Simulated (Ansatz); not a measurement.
Question: Name a neutral molecule of Cl, Si, Sn and H with HOMO–LUMO gap (PBE/def2-TZVPP) between 4.70 and 5.00 eV and HOMO energy (ωB97M-V/def2-TZVPP) between -10.15 and -9.85 eV (Ansatz, PBE0-D4/def2-TZVP geometry).

Answer: `Cl[Si](Cl)(Cl)[SnH]([Si](Cl)(Cl)Cl)[Si](Cl)(Cl)Cl` (4.76 eV, -10.12 eV); `[SiH3][SnH2][Cl]` (5.00 eV, -10.06 eV). Other molecules can fit too; these were computed, each in one conformer that needn't be the lowest.
